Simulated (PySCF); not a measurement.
**Correlation energy of Se²³⁺ (selenium, charge +23)**

[Ne] 3s1, 2S determinant. Computed with PySCF 2.14 in an uncontracted even-tempered set (16 s from 2.5 bohr⁻², ratio 2.5; 10 p from 3.2 bohr⁻², ratio 2.5; 5 d from 12 bohr⁻², ratio 2.7; 4 f from 19 bohr⁻², ratio 2.7), with no relativity, point nucleus. Frozen: 1s2; 9 electrons correlated; the 17 highest virtual orbitals of each spin left out.

| level | correlation energy (mhartree) |
| --- | --- |
| CCSD | -315.43 |
| (T) | -0.25 |
| CCSD(T) | -315.68 |

Diagnostics: T1 = 0.00020, D1 = 0.0008, largest double amplitude 0.004.

Cost of the coupled-cluster step: about 30 core-seconds, for 9 correlated electrons.

Iterations:

```
CC2 = 0
CCSD nocc = (np.int64(5), np.int64(4)), nmo = (81, 81)
frozen orbitals [[0, 82, 83, 84, 85, 86, 87, 88, 89, 90, 91, 92, 93, 94, 95, 96, 97, 98], [0, 82, 83, 84, 85, 86, 87, 88, 89, 90, 91, 92, 93, 94, 95, 96, 97, 98]]
max_cycle = 100
direct = 0
conv_tol = 1e-08
conv_tol_normt = 1e-06
diis_space = 8
diis_start_cycle = 0
Init t2, MP2 energy = -0.313146159331951
Init E_corr(UCCSD) = -0.313146159331952
cycle = 1  E_corr(UCCSD) = -0.315305238382022  dE = -0.00215907905  norm(t1,t2) = 0.00109737
cycle = 2  E_corr(UCCSD) = -0.315426668562523  dE = -0.000121430181  norm(t1,t2) = 7.69723e-05
cycle = 3  E_corr(UCCSD) = -0.31543198984064  dE = -5.32127812e-06  norm(t1,t2) = 6.78279e-06
cycle = 4  E_corr(UCCSD) = -0.315431902386066  dE = 8.74545738e-08  norm(t1,t2) = 7.18487e-08
cycle = 5  E_corr(UCCSD) = -0.315431900521731  dE = 1.86433452e-09  norm(t1,t2) = 3.01738e-09
UCCSD converged
E(UCCSD) = -2067.279202727151  E_corr = -0.3154319005217313
UCCSD(T) correction = -0.000245119801230374
```

At this charge a non-relativistic calculation is a model, useful for the Z dependence of the correlation energy.
